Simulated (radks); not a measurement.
Values are calculated unless marked as measured or tabulated.
Neutral hydrogen inside a hard spherical wall (all orbitals vanish at R), configuration held at 1s1 and not refilled when levels cross. Code: a radial shooting solver on a logarithmic mesh with Libxc functionals. Model: non-relativistic Kohn-Sham, PBE, spin-polarised, spherical densities, point nucleus; open shells are filled with parallel spins first. Eigenvalues in eV for spin up, with the zero of energy where the potential of the charges vanishes at infinity; a dash marks a level that is unbound or too diffuse for the functional's potential to be trusted. A positive occupied level is held by the wall or, in an anion where self-interaction has pushed it up, behind a barrier. The pressure on the wall is -dE/dV.

| R (bohr) | E (hartree) | kinetic (hartree) | e(1s) | e(2s, empty) | e(2p, empty) | pressure (GPa) |
|---|---|---|---|---|---|---|
| free | -0.49999 | 0.495 | -7.594 | - | - | 0 |
| 20 | -0.49999 | 0.495 | -7.594 | - | - | < 0.0001 |
| 15 | -0.49999 | 0.495 | -7.594 | - | - | < 0.0001 |
| 6 | -0.49875 | 0.504 | -7.473 | 5.237 | 3.763 | 0.113 |
| 3.5 | -0.45944 | 0.654 | -5.422 | 25.265 | 14.385 | 10.9 |
| 3 | -0.41706 | 0.772 | -3.655 | 37.748 | 20.822 | 31.4 |
| 1.5 | 0.45636 | 2.345 | 25.385 | 194.53 | 101.20 | 1950 |
